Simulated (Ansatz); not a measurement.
**Ligand exchange: LiBr + GeH3(SH) → LiSH + GeH3Br**

Species: LiBr, singlet; GeH3(SH), singlet; LiSH `[Li][SH]`, singlet; GeH3Br `[GeH3][Br]`, singlet. The partners trade Br for SH: Li–Br and Ge–SH bonds give way to Li–SH and Ge–Br.

Shapes, held fixed at every level: PBE0-D4/def2-TZVP. Programs: Ansatz 0.2.0. The zero-point and thermal change to 298 K, harmonic and unscaled (PBE0-D4/def2-TZVP), is -2.8 kJ/mol.

```csv
level,kind,ΔH(298 K) (kJ/mol),less CCSD(T)/def2-TZVPP
HF/def2-SVP,Hartree–Fock,+67.7,+9.1
BHLYP-D4/def2-TZVPP,global hybrid,+62.2,+3.6
wB97X-V/def2-TZVPP,range-separated hybrid,+60.3,+1.7
MP2/def2-SVP,perturbation theory,+72.2,+13.6
CCSD(T)/def2-SVP,coupled cluster or CI,+71.6,+13.0
CCSD/def2-SVP,coupled cluster or CI,+71.8,+13.2
CCSD/def2-TZVPP,coupled cluster or CI,+59.1,+0.5
CCSD(T)/def2-TZVPP,coupled cluster or CI,+58.6,0.0
```

The highest level, CCSD(T)/def2-TZVPP, gives ΔH(298 K) = +58.6 kJ/mol; the levels span +58.6 to +72.2. The column of differences is taken from that level and isn't an error. No measured value is set beside it here. Relativity is left out for Br, Ge. Outer-core shells of Br, Ge, Li are correlated in most correlated rows, in sets that cover them unevenly.
